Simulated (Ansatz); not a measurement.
A made-up structure of H₂SeSO, singlet:

```xyz
5
angstrom
O -1.1853 -1.0014 0.1248
S -0.5715 0.3335 0.8785
Se 1.5634 0.3122 0.5114
H -1.3775 -0.7675 -0.7908
H -1.4168 1.1861 1.5173
```

It is relaxed with PBE-D4/def2-SVP and then PBE0-D4/def2-TZVP (Ansatz 0.2.0). Atoms count as bonded within 1.22 times the sum of their covalent radii (H–H: 0.88 Å). The end point is not checked to be a true minimum.

Does its bonding change? (A judgement: the text doesn't fix the answer.)

The calculation gives: No: no bond forms or breaks.

Where it ends: The first stage lowers the energy by 1.85 eV in 8 steps. It ends as H₂SeSO ([OH][SH][Se]):
O1  (-1.429, -0.873, 0.154)
S2  (-0.523, -0.050, 1.244)
Se3  (1.316, 0.480, 0.391)
H4  (-1.128, -0.608, -0.731)
H5  (-1.225, 1.114, 1.184)
(Å)

Labels in which every atom is bracketed show which atoms are joined, not bond orders.

For scale, one of the runs: PBE0-D4/def2-TZVP relaxation, 128 basis functions, launched by `ansatz run in.yaml --threads 2 --pin off --events-out ev --progress --plain --max-ram 4352MiB`. Hardware: 2 CPU threads of an AMD EPYC 7B13, shared host. Wall time about 16 s.
